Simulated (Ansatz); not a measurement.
Two isomers of C2H6GeS: A = `C=[C](S)[GeH3]`, B = `C[CH]1[S][GeH2]1`.

Calculated with Ansatz (gas phase, PBE0-D4/def2-TZVP geometries, no zero-point term in ΔE). CCSD(T)/CBS is the MP2 limit (def2-TZVPP, def2-QZVPP) plus CCSD(T) − MP2 in def2-TZVPP, frozen cores. Functionals use def2-TZVPP. B3LYP here is the variant with VWN-RPA as its local correlation; programs differ in this. For Ge outer-core shells are correlated without core-valence functions, which leaves a few kJ/mol of doubt a bond. Scalar relativity is left out up to krypton. One conformer a species, not always the lowest.

(1) Which isomer does CCSD(T)/CBS put lower? Give the gap. (Estimate.)

(2) Give E(B) − E(A) in kJ/mol with MP2/def2-TZVPP, PBE0-D4, HF/def2-TZVPP, CCSD/def2-TZVPP, B3LYP, ωB97M-V, r2SCAN-D4. (An estimate is asked.)

Largest T1 diagnostic: 0.012.

## Answers

(1) The calculation gave: B, by 67.4 kJ/mol.

(2) The calculation gave: MP2/def2-TZVPP -73.9, PBE0-D4 -75.1, HF/def2-TZVPP -42.0, CCSD/def2-TZVPP -58.8, B3LYP -53.7, ωB97M-V -64.1, r2SCAN-D4 -68.6. None reverses the order clearly.

In def2-TZVPP, CCSD(T) changes the Hartree–Fock value by −18.7 kJ/mol (the triples alone add −1.8 kJ/mol) and MP2 by −32.0 kJ/mol. From PBE to PBE0 (25 % exact exchange), in def2-TZVPP and without D4, E(B) − E(A) moves by −5.0 kJ/mol.
